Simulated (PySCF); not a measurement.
## Computed vibrations of Y2S3

Y2S3 (singlet). PySCF 2.14.0, RKS PBE0, Y def2-SVP with ECP28, S def2-SVP; non-relativistic Hamiltonian with scalar-relativistic core potentials where named; density fitting; no spin-orbit coupling. Central differences of gradients.

```xyz
5

Y     0.0000    0.0000    1.4993
Y     0.0000    0.0000   -1.4993
S     2.0303    0.0000    0.0000
S    -1.0152    1.7583    0.0000
S    -1.0151   -1.7583    0.0000
```

Run from Python with OMP_NUM_THREADS=2. Where DIIS fails, smearing, a level shift and second-order steps follow.
It took 37 s on 2 threads of AMD EPYC 9B14 (Zen 4), with other jobs on the host.

Q: What are the harmonic wavenumbers and infrared intensities?

A: Modes are labelled in D3h; negative numbers are unstable modes, those under 60 cm⁻¹ near the noise; a finer grid moves soft modes by up to 10 cm⁻¹.
```csv
cm⁻¹,km/mol,symmetry
170,15.4,e'
170,15.4,e'
194,0.0,e''
194,0.0,e''
221,0.0,a1'
334,107.8,a2''
363,117.3,e'
363,117.3,e'
390,0.0,a1'
```

Q: Is this a minimum?

A: Yes. Ideal gas at 298.15 K and 1 bar: S = 356.0 J/(mol K), Cp = 97.9 J/(mol K), H − H(0 K) = 21.2 kJ/mol (rigid rotor, harmonic modes, spin degeneracy alone).
